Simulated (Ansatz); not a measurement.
CHFGeO, SMILES `O=[CH][Ge][F]` (lower singlet; O–C–Ge–F torsion 176°) (charge 0, multiplicity 1). This singlet lies 1.13 eV below the relaxed triplet at the level frozen-core CCSD(T)/cc-pVTZ // B3LYP-D3(BJ)/def2-TZVP (Ansatz, a program for electronic structure).

These are CAM-B3LYP/cc-pVTZ // B3LYP-D3(BJ)/def2-TZVP (Ansatz) values and carry that method's errors.

Ansatz 0.2 input:
```yaml
crystal:
  periodic: [false, false, false]
  atoms:
    - { symbol: O, position_ang: [-1.730001, -0.595691, 0.261009] }
    - { symbol: C, position_ang: [-0.705529, -0.056893, -0.083991] }
    - { symbol: Ge, position_ang: [1.076315, -0.502795, 0.922459] }
    - { symbol: F, position_ang: [2.06785, 0.491685, -0.160595] }
    - { symbol: H, position_ang: [-0.708634, 0.663693, -0.938881] }
basis:
  gaussian: { orbitals: cc-pVTZ }
hamiltonian:
  xc: cam_b3lyp
```

Output:

```
Functional definition: CAM-B3LYP
944 factors; their error is unknown
196 factors; integrals over basis functions are off by at most 1.0e-5 eV
mean field evaluation 1: about -62334.1479 eV, gradient 5.7e1 eV
mean field evaluation 2: about -62326.3350 eV, gradient 9.3e1 eV
mean field evaluation 4: about -62339.5102 eV, gradient 3.0e0 eV
mean field evaluation 8: about -62339.6794 eV, gradient 3.4e-1 eV
mean field evaluation 16: about -62339.6795 eV, gradient 1.2e-4 eV
mean field -62339.67946744 eV, -2290.9409650759 hartree, gradient 2.7e-5 eV, S^2 0.000000; 0 other end points of the search recorded, 0 dependent functions left out
reference -62339.67956800 eV, -2290.9409687717 hartree; 28, 28 occupied and 119, 119 virtual orbitals, 944 factors
Total energy: -62339.67956800 eV, -2290.9409687717 hartree
```
